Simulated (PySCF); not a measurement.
B(GeH3)2(H) (BGe₂H₇), SMILES [GeH3][BH][GeH3]. The structure is a stationary point at PBE-D3(BJ)/def2-SVP. The structure was generated by enumeration, and PubChem lists no compound with its InChIKey, so it may never have been made.

Computed equilibrium geometry at PBE-D3(BJ)/def2-SVP (PySCF confirms it by a frequency run) as Cartesian coordinates in Å, and its point group:
point group C2.
```xyz
10

B      0.0000     0.0000     0.9207
Ge     1.8039     0.0036    -0.0730
H      2.9478     0.7514     0.6654
H      2.2357    -1.4938    -0.1701
H      1.7206     0.5344    -1.5299
Ge    -1.8039    -0.0036    -0.0730
H     -2.2357     1.4938    -0.1701
H     -1.7206    -0.5344    -1.5299
H     -2.9478    -0.7514     0.6654
H      0.0000     0.0000     2.1377
```
Charge 0, spin multiplicity 1.
